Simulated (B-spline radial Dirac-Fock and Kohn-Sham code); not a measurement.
**Form factor and incoherent scattering function of Tl⁵⁷⁺**

System: Tl⁵⁷⁺, configuration [Ar] 3d6.

These are calculated numbers from a B-spline atomic structure program; the model is relativistic Hartree-Fock (Dirac-Fock) wave functions, averaged over the configuration. f₀ is the Fourier transform of the spherical electron density, S the Waller-Hartree incoherent function, and s = sin θ/λ. The electron scattering factor follows from the Mott-Bethe formula f_e = 0.023934 Å⁻¹·(Z − f₀)/s².

| s (Å⁻¹) | f₀ | S | f_e (Å) |
| --- | --- | --- | --- |
| 0 | 24.000 | 0.000 | – |
| 0.05 | 23.991 | 0.008 | 545.778 |
| 0.1 | 23.965 | 0.031 | 136.506 |
| 0.15 | 23.922 | 0.070 | 60.715 |
| 0.2 | 23.862 | 0.124 | 34.188 |
| 0.25 | 23.785 | 0.194 | 21.910 |
| 0.3 | 23.692 | 0.278 | 15.240 |
| 0.35 | 23.582 | 0.377 | 11.218 |
| 0.4 | 23.456 | 0.490 | 8.608 |
| 0.45 | 23.315 | 0.617 | 6.818 |
| 0.5 | 23.158 | 0.757 | 5.538 |
| 0.6 | 22.800 | 1.074 | 3.869 |
| 0.7 | 22.388 | 1.438 | 2.863 |
| 0.8 | 21.925 | 1.843 | 2.209 |
| 0.9 | 21.417 | 2.284 | 1.761 |
| 1 | 20.870 | 2.755 | 1.439 |
| 1.1 | 20.288 | 3.250 | 1.201 |
| 1.2 | 19.678 | 3.765 | 1.019 |
| 1.4 | 18.396 | 4.830 | 0.764 |
| 1.6 | 17.070 | 5.912 | 0.598 |
| 1.8 | 15.742 | 6.980 | 0.482 |
| 2 | 14.448 | 8.011 | 0.398 |
| 2.5 | 11.540 | 10.338 | 0.266 |
| 3 | 9.272 | 12.259 | 0.191 |
| 3.5 | 7.659 | 13.815 | 0.143 |
| 4 | 6.571 | 15.085 | 0.111 |
| 5 | 5.311 | 17.044 | 0.072 |
| 6 | 4.504 | 18.506 | 0.051 |

f₀ starts at the number of electrons, 24, and has fallen to half at s ≈ 2.42 Å⁻¹. The sum of ⟨r²⟩ over the electrons is 0.4687 bohr². For an ion f_e diverges as s goes to zero, because of the net charge.
